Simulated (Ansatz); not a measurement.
H$_{3}$BN (SMILES B[NH]), doublet, at a GFN2-xTB geometry; R2SCAN/pcseg-1 (Ansatz, a quantum-chemistry and plane-wave program).

The Ansatz input:
Ansatz 0.2 input:
```yaml
crystal:
  periodic: [false, false, false]
  atoms:
    - {symbol: B, position_ang: [-0.65587946, 0.14196566, 0.01662518]}
    - {symbol: N, position_ang: [0.60502837, -0.19409535, -0.01952649]}
    - {symbol: H, position_ang: [-1.52568697, -0.65179993, -0.02650347]}
    - {symbol: H, position_ang: [-1.00555975, 1.27397698, 0.09559561]}
    - {symbol: H, position_ang: [1.57544545, 0.02666206, -0.01553258]}
basis:
  gaussian:
    orbitals: pcseg-1.json
hamiltonian:
  xc: r2scan
magnetization: {spin_polarized: true, initial_magnetization: 1}
scf: {lower_state_search: full}
```
The basis file holds pcseg-1 in the JSON format of the Basis Set Exchange.

Task: Write the output that Ansatz gives for this input, abridged.

Result: 
```
Functional definition: r2SCAN
497 factors; their error is unknown
mean field evaluation 1: about -2206.7859 eV, gradient 3.3e1 eV
mean field evaluation 2: about -2195.5242 eV, gradient 5.5e1 eV
mean field evaluation 4: about -2211.7296 eV, gradient 3.0e0 eV
mean field evaluation 8: about -2211.7733 eV, gradient 9.4e-2 eV
mean field evaluation 16: about -2211.7734 eV, gradient 3.4e-5 eV
mean field evaluation 32: about -2211.6517 eV, gradient 4.5e0 eV
mean field evaluation 64: about -2176.9033 eV, gradient 4.1e1 eV
mean field -2211.77337276 eV, -81.2811722550 hartree, gradient 3.3e-5 eV, S^2 0.759709; 4 other end points of the search recorded, 0 dependent functions left out
reference -2211.77338276 eV, -81.2811726225 hartree; 8, 7 occupied and 35, 36 virtual orbitals, 497 factors
Total energy: -2211.77338276 eV, -81.2811726225 hartree
```
